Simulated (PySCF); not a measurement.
How well do the runs reproduce experiment for C3H9As?

**What was measured.**

NIST CCCBDB Release 22 (SRD 101), experimental dipoles lists, for the gas: dipole moment (microwave Stark effect) 0.86 D.

How close the calculation comes is told at the end.

C3H9As.
Numbering: `[CH3:1][As:2]([CH3:3])[CH3:4]` (hydrogens: H5, H6, H7 on C1; H8, H9, H10 on C3; H11, H12, H13 on C4)

Geometry (PBE0-D3(BJ)/def2-SVP, Å), atoms numbered from 1 in this order:
```xyz
13
C3H9As angstrom
C     -0.2075    1.6485    0.4409
As    -0.1415   -0.2057    1.0897
C      1.5430   -0.7071    0.2085
C     -1.3540   -0.9733   -0.2542
H     -0.0402    1.7043   -0.6457
H      0.5620    2.2433    0.9548
H     -1.1895    2.0844    0.6769
H      1.5415   -0.4267   -0.8560
H      1.6920   -1.7936    0.2946
H      2.3832   -0.2061    0.7115
H     -1.0772   -0.6629   -1.2735
H     -1.3221   -2.0710   -0.1906
H     -2.3838   -0.6479   -0.0452
```

Runs made with PySCF (gas phase, on this PBE0-D3(BJ)/def2-SVP geometry; no spin–orbit coupling):

```tsv
level	job	basis functions	wall time
PBE0-D3(BJ)/def2-SVP, grid level 1	geometry optimisation from a GFN2-xTB start shaken at random	119	83 s
```

Hardware: one thread, Intel Xeon Platinum 8259CL at 2.50 GHz (x86_64) (shared host).

Results beside the measurements:

**Dipole moment.** Measured: 0.86 D (NIST CCCBDB Release 22 (SRD 101), experimental dipoles).

| level | computed (D) | computed − measured (D) | % (from the printed values) |
| --- | --- | --- | --- |
| PBE0-D3(BJ)/def2-SVP | 1.03 | +0.17 | +20 |

The computed dipoles belong to one fixed geometry; measured ones are averaged over vibrations unless marked μe. Magnitudes are compared, not signs.

No measured geometry was used, and the causes of the misses weren't examined.
